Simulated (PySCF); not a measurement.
Record of a relaxation.

Compound: [IrCl6]3- (charge -3 and singlet state).
Bonds: Ir1–Cl2, Ir1–Cl3, Ir1–Cl4, Ir1–Cl5, Ir1–Cl6, Ir1–Cl7.
The ion is multiply charged and has no counter-ions or solvent; whether it holds all its electrons wasn't checked.

Computed by this run: PBE0-D3(BJ)/def2-SVP geometry optimisation, gas phase, def2 core potentials past Kr (PySCF 2.14.0); density fitting, grid level 1; the optimiser is geomeTRIC in internal coordinates, started from a GFN2-xTB structure. The frame can shift and turn from step to step; on so coarse a grid that alone can change the energy by a few meV, and forces under 0.02 eV/Å are noise.

Step 0: E = -77928.4116 eV, largest atomic force 0.763 eV/Å
```
atom  x, y, z in Å  |  force x, y, z in eV/Å
Ir1     0.002   -0.001    0.000   -0.031   0.002   0.005
Cl2    -0.019   -0.009    2.368   -0.003  -0.005   0.750
Cl3     0.018    0.009   -2.369    0.011   0.001  -0.749
Cl4     2.369    0.003    0.019    0.753   0.003   0.005
Cl5    -2.367    0.002   -0.020   -0.742  -0.017  -0.004
Cl6    -0.010    2.366    0.011    0.012   0.763  -0.001
Cl7     0.007   -2.370   -0.008   -0.002  -0.746  -0.006
```

Step 1: E = -77928.5449 eV, largest atomic force 0.031 eV/Å
```
atom  x, y, z in Å  |  force x, y, z in eV/Å
Ir1    -0.001   -0.001    0.000    0.005   0.012  -0.002
Cl2    -0.021   -0.012    2.430    0.002   0.002   0.021
Cl3     0.018    0.010   -2.430    0.001  -0.003  -0.020
Cl4     2.429    0.015    0.019    0.022  -0.022   0.002
Cl5    -2.431   -0.008   -0.020   -0.019   0.006   0.001
Cl6     0.005    2.429    0.009   -0.020   0.024   0.002
Cl7     0.000   -2.432   -0.008    0.009  -0.019  -0.003
```

Step 2: E = -77928.5444 eV, largest atomic force 0.035 eV/Å
```
atom  x, y, z in Å  |  force x, y, z in eV/Å
Ir1     0.001    0.001    0.000   -0.021  -0.016   0.004
Cl2    -0.018   -0.006    2.432   -0.001  -0.005   0.000
Cl3     0.020    0.010   -2.433    0.003   0.003   0.000
Cl4     2.433   -0.012    0.020    0.002   0.034  -0.002
Cl5    -2.431    0.006   -0.021    0.001  -0.019   0.001
Cl6    -0.021    2.433    0.013    0.034   0.002  -0.006
Cl7     0.015   -2.432   -0.011   -0.018   0.002   0.001
```

Step 3: E = -77928.5452 eV, largest atomic force under 0.02 eV/Å
```
atom  x, y, z in Å  |  force x, y, z in eV/Å
Ir1     0.000    0.000    0.000   -0.007  -0.004   0.001
Cl2    -0.019   -0.009    2.432    0.000  -0.001   0.000
Cl3     0.020    0.010   -2.432    0.001   0.000   0.000
Cl4     2.433    0.001    0.020    0.001   0.006   0.000
Cl5    -2.432   -0.003   -0.020    0.001  -0.003   0.001
Cl6    -0.008    2.432    0.011    0.007   0.001  -0.002
Cl7     0.006   -2.432   -0.010   -0.003   0.001  -0.001
```

**Question.** Summarise the path.

**Answer.** The energy falls by 0.1336 eV from step 0 to step 3; nine tenths of that is first reached at step 1. It rises by more than 0.2 meV at step 2. The largest force goes from 0.763 to under 0.02 eV/Å. Among the bonds Ir1–Cl6 changes most (a near tie, within 0.001 Å, with another), from 2.367 to 2.432 Å; the atoms move by 0.060 Å rms after alignment.

**Question.** Follow the energy, the force and the coordinates that change most from start to end.

**Answer.** 
| step | E above end (eV) | largest force (eV/Å) | Ir1–Cl6 (Å) | Ir1–Cl4 (Å) | Ir1–Cl2 (Å) |
| --- | --- | --- | --- | --- | --- |
| 0 | 0.1336 | 0.763 | 2.367 | 2.368 | 2.368 |
| 1 | 0.0002 | 0.031 | 2.430 | 2.430 | 2.430 |
| 2 | 0.0008 | 0.035 | 2.432 | 2.432 | 2.432 |
| 3 | 0.0000 | under 0.02 | 2.432 | 2.432 | 2.432 |

The cost below is that of the whole optimisation. The run took 55 s on one thread of an Arm Neoverse V2, on a shared host, and the process peaked at 0.57 GiB of memory.
